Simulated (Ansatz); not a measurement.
Harmonic frequencies (cm⁻¹) at PBE0-D4/def2-TZVP from Ansatz: 56, 169, 244, 295, 346, 430, 608, 698, 698, 756, 822, 870, 979, 1043, 1095, 1121, 2722, 2724.

(1) Which molecule is it?
A. `[Cl][Al@H-]1[Cl+][Al@@H-]([Cl])[Cl+]1`
B. `F[B@H-]1[Cl+][B@H-](F)[Cl+]1`
C. `[F+]1[GaH2-][F+][GaH2-]1`
D. `Cl[B@H-]1[F+][B@H-](Cl)[F+]1`

## Answers

(1) D.
